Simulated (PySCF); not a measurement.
**Working out the excitation energy of O**

O [He] 2s2 2p4 (3P) → O [He] 2s1 2p5 (3P). Calculation: PySCF 2.14, in ANO-RCC-VTZP (4s3p2d1f, 30 functions); scalar relativity by spin-free X2C-1e. Frozen: nothing. Energies in hartree (1 hartree = 27.21139 eV):

```tsv
part	O (lower)	O (upper)
UHF	-74.870627	-74.249082
MP2 opposite-spin	-0.109500	-0.137124
MP2 same-spin	-0.036285	-0.041402
```

**Question.** What does Hartree-Fock give?

**Answer.** (-74.249082) − (-74.870627) = 0.621545 hartree = 16.913 eV.

**Question.** What do MP2 and SCS-MP2 (6/5 opposite-spin, 1/3 same-spin) give?

**Answer.** The opposite-spin parts differ by -0.752 eV and the same-spin parts by -0.139 eV. MP2: 16.913 + (-0.752) + (-0.139) = 16.022 eV. SCS-MP2: 16.913 + 1.2 × (-0.752) + (-0.139)/3 = 15.964 eV.

The upper state lies above the first ionisation limit, where it may autoionise and the basis confines it.
